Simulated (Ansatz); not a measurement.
Basis-set extrapolation for C6H10O (`CC(=O)C=C(C)C`) (PBE0-D4/def2-TZVP geometry, frozen core, Ansatz). Multiplicity 1, RHF reference.

```json
{"": "HF", "def2-TZVPP": "-308.002291", "def2-QZVPP": "-308.016180"}
{"": "MP2 correlation", "def2-TZVPP": "-1.229688", "def2-QZVPP": "-1.311120"}
{"": "CCSD(T) correlation", "def2-TZVPP": "-1.337223", "def2-QZVPP": "not run"}
```

Energies in hartree. Use E(X) = E(∞) + A·exp(−7.88·√X) for Hartree–Fock and E(X) = E(∞) + B·X^(−2.97) for correlation, with X = 3 and 4, and add CCSD(T) minus MP2 of the smaller set to the MP2 limit.

**Question.** What is the CCSD(T) energy at the basis-set limit?

**Answer.** HF limit: -308.016180 + (-0.013889) × 0.13774 = -308.01809. MP2 limit: -1.311120 + (-0.081432) × 0.74074 = -1.37144. Higher-order term: -1.337223 − (-1.229688) = -0.10754. Total: -309.49707 hartree, 413.7 kJ/mol below CCSD(T)/def2-TZVPP.
